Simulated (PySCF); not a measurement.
**How methods differ on the excitation energy of Be**

Be [He] 2s2 (1S) → Be [He] 2s1 3d1 (3D), as a difference of total energies. All numbers are calculated (PySCF 2.14, the non-relativistic Hamiltonian (point nucleus), in aug-cc-pV5Z (7s6p5d4f3g2h, 127 functions)). Correlated levels: valence: 1s2 frozen. The calculations carry no spin-orbit coupling.

| method | excitation energy (cm⁻¹) |
| --- | --- |
| UHF | 57814 |
| LDA | 60565 |
| PBE | 59400 |
| PBE0 | 60419 |
| r2SCAN | 59602 |
| LC-wPBE | 63980 |
| B97-3 | 60905 |
| HSE06 | 60130 |
| MP2 (valence) | 63673 |
| SCS-MP2 (valence) | 65466 |

The promoted electron is Rydberg-like, and one or two diffuse shells describe it only roughly, which tends to raise the upper state.
